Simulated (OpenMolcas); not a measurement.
**V2+ in CsCaBr3: curves along the breathing mode**

V2+ with its 6 nearest bromide ions, on the Ca site of CsCaBr3 (a = 5.69 Å, distance in the model lattice 2.845 Å). The rest of the host is ab initio model potentials to 7.6 Å, with orthogonalisation functions on the cations behind the ligands, and point charges beyond; the distance is set by hand and nothing relaxes. Ligand basis ANO-RCC-VDZP.

| Quantity | Value |
| --- | --- |
| Program | OpenMolcas |
| Method | CASSCF |
| Basis | ANO-RCC-VDZP [5s4p2d1f] |
| Scalar Hamiltonian | DKH2, point nucleus |
| Active space | 3 electrons in 5 orbitals (3d) |
| State averaging | 2S+1 = 4 even, 10 roots; 2S+1 = 2 even, 40 roots |
| Spin-orbit coupling | RASSI with atomic mean-field integrals over the reference wave functions |

Spin-free energies (labels of O, the rotations of Oh) in cm-1 above the lowest fitted minimum, as all ligands move together:

```csv
R (Å),4A2,4T2,4T1,2E,2T1,2A1,2T2
2.569,3910,11680,16960,19650,20440,25160,25020
2.63,940,7700,12440,16730,17490,21300,21650
2.69,10,5910,10150,15810,16540,19610,20270
2.751,920,6080,9860,16730,17430,19880,20710
2.811,3590,8120,11490,19400,20040,22000,22900
2.872,8090,12080,15080,23880,24480,26030,26950
2.932,14350,17880,20560,30120,30660,31890,32790
```

Cubic fits give the following; the wavenumber is harmonic, with the mass of all moving ligands, small differences in it between states hang on the degree of the fit, a number in brackets counts states of one label, and the table is a selection of at most 14 states with clean curves.

| State | R0 (Å) | Breathing mode (cm-1) | Minimum (cm-1) |
| --- | --- | --- | --- |
| 4A2 | 2.692 | 189 | 0 |
| 4T2 | 2.716 | 195 | 5720 |
| 4T1 | 2.730 | 196 | 9710 |
| 2E | 2.691 | 189 | 15800 |
| 2T1 | 2.692 | 188 | 16530 |
| 2A1 | 2.713 | 194 | 19460 |
| 2T2 | 2.707 | 188 | 20190 |
| 4T1(2) | 2.722 | 197 | 21020 |
| 2T2(2) | 2.707 | 195 | 22360 |
| 2T1(2) | 2.711 | 194 | 22930 |
| 2E(2) | 2.712 | 194 | 24650 |
| 2T1(3) | 2.720 | 194 | 26500 |
| 2T1(4) | 2.732 | 198 | 28290 |
| 2T2(3) | 2.730 | 197 | 29150 |

The minimum of 4T2 is shifted by +0.0243 Å against 4A2 (from the unrounded fits). With M = 479.4 u for the moving shell, the Huang-Rhys factor in this mode is S = M ω ΔR² / 2ħ = 0.01483 × 479.4 × 189 × 0.0243² = 0.79. Only the first shell moves, against a rigid host.

Without dynamic correlation the repulsion within the d shell is too large (B by tens of per cent), so at a given field states of lower spin stand too high. Ligand-to-metal charge-transfer states are missing. With no ligand orbital active B as a rule stays too high, so bands that hang on it stand too high and its fall with covalency is understated. With metal d orbitals alone and no dynamic correlation the field as a rule comes out too small, by tens of per cent, by up to half for chloride and softer ligands. No measured value stands beside these numbers.
